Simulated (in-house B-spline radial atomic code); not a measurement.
Sn²⁺. Computed with a B-spline radial atomic code. Model: all-electron spherical atom, spin shells full or empty, radial basis limit, no spin-orbit coupling, Breit or QED, empty-state partial waves extrapolated as (l+1/2)^-4, RPA, G0W0 and static COHSEX of the highest shell as one setting changes (uncorrelated shells keep exact exchange).

Given: element Sn; charge 2; filled core Kr; hamiltonian one-electron scalar X2C; mean-field start HSE06; highest l of empty states 9; nuclear rms radius 4.6519 fm; highest mean-field shell 5s.

Shell: 4d 5 5, 5s 1 1 (electrons up and down).

| lowest nl shells left uncorrelated | RPA correlation energy (hartree) | G0W0 level (eV) | G0W0 minus most complete (meV) | COHSEX level (eV) | removal by RPA minus most complete (meV) |
| --- | --- | --- | --- | --- | --- |
| 0 | -3.743 | -30.851 | 0 | -32.786 | 0 |
| 1 | -3.5688 | -30.851 | 0.1 | -32.786 | -0.1 |
| 2 | -3.3761 | -30.853 | -2 | -32.792 | 2.5 |
| 3 | -2.8251 | -30.851 | 0.5 | -32.785 | 1.6 |
| 4 | -2.6465 | -30.863 | -11.6 | -32.81 | 13.8 |
| 5 | -2.1192 | -30.855 | -3.7 | -32.801 | 10.1 |
| 6 | ? | ? | ? | ? | ? |
| 7 | ? | ? | ? | ? | ? |
| 8 | -0.6962 | -30.798 | 53.8 | -32.746 | -68 |
| 9 | -0.063494 | -29.869 | 982.5 | -31.39 | -1132.6 |

**Question.** What follows for lowest nl shells left uncorrelated = 7?

**Answer.** RPA correlation energy -1.138 hartree; G0W0 level -30.862 eV; G0W0 minus most complete -11 meV; COHSEX level -32.835 eV; removal by RPA minus most complete 28.3 meV.

**Question.** What follows for lowest nl shells left uncorrelated = 6?

**Answer.** RPA correlation energy -1.2929 hartree; G0W0 level -30.804 eV; G0W0 minus most complete 47.4 meV; COHSEX level -32.723 eV; removal by RPA minus most complete -21.3 meV.
